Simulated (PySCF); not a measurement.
Compound: C2H5FOSi.
Numbering: `[F:1]/[CH:2]=[CH:3]/[O:4][SiH3:5]` (hydrogens: H6 on C2; H7 on C3; H8, H9, H10 on Si5)

Method: PBE0-D3(BJ)/def2-SVP geometry optimisation, gas phase in PySCF 2.14.0; density fitting, grid level 1; the optimiser is geomeTRIC in internal coordinates, started from a GFN2-xTB structure.

Step 0: E = -14778.0377 eV
```
atom  x, y, z in Å  |  force x, y, z in eV/Å
F1      2.8920   -0.5279   -0.0521   -0.432   0.034   0.022
C2      1.5549   -0.4129    0.0532    1.111  -0.149  -0.048
C3      0.9163    0.5855   -0.5355   -0.111   0.191  -0.110
O4     -0.4027    0.7884   -0.4923    0.817   0.671  -0.583
Si5    -1.6313   -0.0053    0.2383   -0.418  -0.084   0.119
H6      1.1063   -1.1953    0.6444   -0.278  -0.408   0.315
H7      1.4534    1.3293   -1.1125    0.277   0.222  -0.191
H8     -1.7215   -1.3804   -0.2545   -0.113  -0.571  -0.177
H9     -1.4378   -0.0254    1.6888   -0.003  -0.023   0.608
H10    -2.7207    0.8487   -0.2004   -0.851   0.117   0.045
```

Problem. Estimate the geometry and energy of step 1. (The exact step hangs on the optimiser's Hessian estimate; all steps are aligned on step 0, rigid shifts and turns removed.)

Solution. E = -14778.1585 eV, largest force 0.277 eV/Å
```
atom  x, y, z in Å  |  force x, y, z in eV/Å
F1      2.8886   -0.5836   -0.0575    0.092   0.044   0.003
C2      1.5723   -0.4179    0.0543   -0.166  -0.145   0.046
C3      0.9551    0.6039   -0.5422    0.027   0.021  -0.015
O4     -0.3669    0.8530   -0.5129   -0.272   0.031   0.043
Si5    -1.6365    0.0254    0.2216    0.204  -0.002  -0.021
H6      1.0799   -1.1956    0.6511    0.025   0.064  -0.034
H7      1.5332    1.3332   -1.1201   -0.015  -0.031   0.008
H8     -1.6844   -1.3800   -0.2854    0.017   0.009   0.031
H9     -1.4456    0.0204    1.7042    0.007  -0.033  -0.026
H10    -2.8868    0.7457   -0.1355    0.083   0.042  -0.033
```

The energy changes by -0.1208 eV. The first-order estimate −F·Δx gives -0.2771 eV and the mean of the old and new forces, exact on a quadratic surface, -0.1197 eV. The step makes an angle of 62° with the force vector and moves no atom by more than 0.206 Å.

What follows is the cost of the whole optimisation. Hardware: Arm Neoverse N1, one thread, no GPU, shared host with 64 logical CPUs at a one-minute load of 53. Cost: 33 s of wall time, 0.52 GiB resident at most.
